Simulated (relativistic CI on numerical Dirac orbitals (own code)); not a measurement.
**Level scheme of Tm4+**

These numbers are calculated, not measured: Dirac-Coulomb-Breit CI, KLI orbitals optimised for each configuration, a model potential for QED, valence Slater integrals scaled by 0.75 (own radial code, finite nucleus).

Configuration list (outside the closed core [Xe]): 4f11.

The lowest level is 4f11 4I°_15/2, with 96 % of that term; Hund's rules for 4f11 give 4I° with J = 15/2, in agreement.

```
No.  Configuration  Term     J  E (eV)    %  Next component (%)  Landé g  Lifetime (s)
  1           4f11   4I°  15/2  0.0000   96               4 2K°    1.194              
  2           4f11   4I°  13/2  0.9447   99               1 2K°    1.105      6.28e-02
  3           4f11   4I°  11/2  1.3767   71              26 2H°    1.003      5.89e-01
  4           4f11   4I°   9/2  1.5722   32              25 2H°    0.979      1.35e+01
  5           4f11   4F°   9/2  2.0700   45              40 4I°    1.049      1.87e-01
  6           4f11   4S°   3/2  2.4291   54              24 2P°    1.544              
  7           4f11   2H°  11/2  2.4910   48              26 4I°    1.103      3.11e-02
  8           4f11   4F°   7/2  2.7931   87              12 2G°    1.193      8.24e-02
  9           4f11   4F°   5/2  3.0028   78              21 2D°    1.062      1.62e+00
 10           4f11   4F°   3/2  3.0353   49              28 4S°    0.937      2.98e-01
 11           4f11   4F°   9/2  3.2183   32              29 2G°    1.076      3.59e-02
 12           4f11   2K°  15/2  3.3785   90               6 2L°    1.063      3.54e-02
 13           4f11   4G°  11/2  3.5206   68              30 2H°    1.210      5.36e-02
 14           4f11   2G°   7/2  3.6345   59              26 4G°    0.960      1.90e-01
 15           4f11   4G°   9/2  3.7421   77              15 2H°    1.103      3.82e-02
 16           4f11   2K°  13/2  4.1161   88              11 2I°    0.949      7.23e-02
 17           4f11   4F°   3/2  4.1971   33              30 2P°    1.008      3.35e-02
 18           4f11   2P°   1/2  4.3096   93               7 4D°    0.618      6.24e-02
 19           4f11   4G°   5/2  4.5439   64              25 2D°    0.766      9.49e-02
 20           4f11   4G°   7/2  4.5836   66              29 2G°    0.968      5.24e-02
 21           4f11   2D°   5/2  4.6103   52              20 4G°    1.055      2.94e-02
 22           4f11   2H°   9/2  4.8187   38              36 2G°    1.034      2.03e-02
 23           4f11   2D°   5/2  5.0783   52              39 4D°    1.213      8.69e-02
 24           4f11   2I°  11/2  5.1641   67              31 2H°    0.981      6.47e-02
 25           4f11   2L°  17/2  5.1845  100                        1.057      3.44e-01
 26           4f11   4D°   7/2  5.3176   91               6 2F°    1.398      1.27e-01
 27           4f11   2I°  13/2  5.5289   89              11 2K°    1.060      4.79e-02
 28           4f11   2D°   3/2  5.6204   48              42 2P°    1.051      2.50e-02
 29           4f11   4D°   3/2  5.7571   70              26 2D°    1.077      4.35e-02
 30           4f11   2L°  15/2  6.0841   94               6 2K°    0.948      3.88e-02
```

Energies count from the lowest computed level; ° marks odd parity; lifetimes are radiative, by E1, M1, E2, M2 decay to levels of this space only; some are left blank where a channel outside the calculation adds to the decay or the decay crosses a small, uncertain gap.

The mean weight of the leading LS term, summed over parents, in these 30 levels is 68 %, and that of the leading jj configuration (from the same eigenvectors) 68 %.

One configuration and one scale for all Slater integrals: terms of lower spin can come out thousands of cm⁻¹ low, and their order can be wrong.

LS names give the leading component of a level, which can be under half, so a name can repeat, a term be missing and a line seem to break the LS rules.
